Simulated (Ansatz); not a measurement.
Ansatz (an electronic-structure program) input for CH6BeGeS, SMILES C[S][Be][GeH3], CAM-B3LYP/def2-SVPD. Geometry: B3LYP-D3(BJ)/def2-SVP. The structure was generated by enumeration; whether it is a known compound was not checked. Other conformers were not sampled.

Ansatz 0.2 input:
```yaml
crystal:
  periodic: [false, false, false]
  atoms:
    - {symbol: Be, position_ang: [0.16066105, -0.05722408, -0.47023930]}
    - {symbol: S, position_ang: [-0.22879027, -0.56900983, -2.26224818]}
    - {symbol: C, position_ang: [-1.99766425, -1.10338673, -2.12099459]}
    - {symbol: H, position_ang: [-2.10266870, -1.96151171, -1.44420633]}
    - {symbol: H, position_ang: [-2.31012155, -1.40802292, -3.12847904]}
    - {symbol: H, position_ang: [-2.63969419, -0.27778306, -1.78690785]}
    - {symbol: Ge, position_ang: [0.61944625, 0.54527640, 1.58481191]}
    - {symbol: H, position_ang: [0.86568380, -0.65153752, 2.53620780]}
    - {symbol: H, position_ang: [1.88738905, 1.43014338, 1.67945212]}
    - {symbol: H, position_ang: [-0.51888301, 1.37324108, 2.23284772]}
basis:
  gaussian:
    orbitals: def2-SVPD
hamiltonian:
  xc: {name: CAM-B3LYP}
```

Log of the run:

```
WARN ansatz: RAYON_NUM_THREADS=1 ignored (pool sized by the plan → 1); use --threads N
Functional definition: CAM-B3LYP
integrals: 0.11 GiB planned
1414 factors; their error is unknown
integrals: 0.13 GiB planned
562 factors; integrals over basis functions are off by at most 1.3e-5 eV
mean field: 0.95 GiB planned
mean field evaluation 1: about -68879.0209 eV, gradient 3.0e1 eV
mean field evaluation 2: about -68879.4837 eV, gradient 2.7e1 eV
mean field evaluation 4: about -68881.1390 eV, gradient 6.6e-1 eV
mean field evaluation 8: about -68881.3163 eV, gradient 1.5e-1 eV
mean field evaluation 16: about -68881.3163 eV, gradient 4.6e-5 eV
mean field -68881.31634930 eV, -2531.3416864035 hartree, gradient 4.6e-5 eV, S^2 0.000000; 0 other end points of the search recorded, 0 dependent functions left out
reference -68881.31650618 eV, -2531.3416921689 hartree; 32, 32 occupied and 113, 113 virtual orbitals, 1414 factors
Total energy: -68881.31650618 eV, -2531.3416921689 hartree
```

The calculation finished and met its thresholds.
